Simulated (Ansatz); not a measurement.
CHF (SMILES [CH]F): geometry of the low-spin state from B3LYP-D3(BJ)/def2-TZVP.
(charge 0, multiplicity 1):
```xyz
3

C     -0.57409     0.44277     0.00000
F      0.53400    -0.25531     0.00000
H     -1.36145    -0.35883     0.00000
```
The high-spin state stands at its own minimum; R- takes a restricted low-spin state.

Run with Ansatz (a program for electronic structure). Values without a source in brackets are computed.

The gap E(multiplicity 1) − E(multiplicity 3) (kcal/mol) and the share of exact exchange:

| functional | exact exchange (%) | value |
|---|---|---|
| R-PBE/def2-TZVPP | 0 | -9.41 |
| R-PBE0/def2-TZVPP | 25 | -6.90 |
| R-B3LYP/def2-TZVPP | 20 | -11.70 |
| R-BHLYP/def2-TZVPP | 50 | -9.31 |
| R-r2SCAN/def2-TZVPP | 0 | -2.74 |

### Question
Take the value as linear in the share of exact exchange along PBE and PBE0. Give the slope, say whether the sign turns, and set the other functionals against that line.

### Answer

Slope: (-6.90 − (-9.41))/2.5 = 1.00 kcal/mol for each 10 %. The line crosses zero at 94 %, where the sign would turn. At 50 % it gives -4.4 kcal/mol. From B3LYP to BHLYP the slope is (-9.31 − (-11.70))/3 = 0.80 for each 10 %. BHLYP, at 50 %, lies -4.9 from the PBE line. B3LYP, at 20 %, lies -4.3 from the PBE line. r2SCAN, with none, stands 6.7 from PBE.

Doubts at one or more of the structures used: a restricted determinant that unrestricted orbitals would lower (R-PBE/def2-TZVPP, R-PBE0/def2-TZVPP, R-B3LYP/def2-TZVPP, R-BHLYP/def2-TZVPP, R-r2SCAN/def2-TZVPP).
